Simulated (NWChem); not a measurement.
System: C2H4ClNSi; SMILES [SiH2](CC#N)Cl

Program: NWChem. Coordinates come from a PBE0/def2-SVP optimisation. Level: PBE/def2-SVP with SMD, gas-phase geometry; reactions with the solvents are ignored. One conformer.

```json
[
 {"SMD term (kcal/mol)": "distortion of the solute's density", "water": "2.15", "1-octanol": "1.68"},
 {"SMD term (kcal/mol)": "polarisation", "water": "-9.74", "1-octanol": "-8.43"},
 {"SMD term (kcal/mol)": "cavity, dispersion and structure", "water": "4.46", "1-octanol": "0.99"}
]
```

Problem. Sum the solvation free energies, find the transfer free energy from water to 1-octanol and the partition coefficient at 298.15 K.

Solution. 
1. ΔG(solv, water) = -3.13 kcal/mol and ΔG(solv, 1-octanol) = -5.76 kcal/mol (1 M gas to 1 M solution).
2. Transfer: -5.76 − (-3.13) = -2.63 kcal/mol.
3. log₁₀ K(1-octanol/water) = −ΔG/(RT ln 10) = 2.63/1.364 = 1.9, so the model puts more of the solute in 1-octanol.
4. Of the transfer energy, 0.84 kcal/mol is electrostatic and -3.47 comes from the non-electrostatic term. The two phases are taken as the pure solvents.
